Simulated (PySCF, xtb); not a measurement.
C₃H₆BNO, SMILES OB(N)C#CC.

Geometry optimised at ωB97X-D3(BJ)/def2-SVP. The structure was generated by enumeration, and PubChem lists no compound with its InChIKey, so it may never have been made. Other conformers were not sampled.

The numbers are results of C-PCM-B3LYP/def2-SVP (PySCF), not measurements.

The values are the electrostatic part of the solvation free energy, E(continuum) − E(gas) at the gas-phase geometry, in a cavity of scaled van der Waals radii (PySCF's table); cavitation and dispersion terms are not included. In vacuum the orbital gap is 7.10 eV. The dipole moment in vacuum is 1.48 D.

**Question.** Estimate the values in water (ε = 78.36), acetone (ε = 20.49), toluene (ε = 2.37). (The exact figures need the calculation; the answer reports its results.)

**Answer.** 
```
solvent      ε  ΔG(elec) (kcal/mol)  dipole (D)  gap (eV)
-------  -----  -------------------  ----------  --------
water    78.36                 -7.0        1.90      7.06
acetone  20.49                 -6.7        1.88      7.06
toluene   2.37                 -3.9        1.70      7.08
```

For comparison, GFN2-xTB/ALPB(water) (xtb, at the GFN2-xTB geometry, all terms of that model) gives -6.8 kcal/mol.
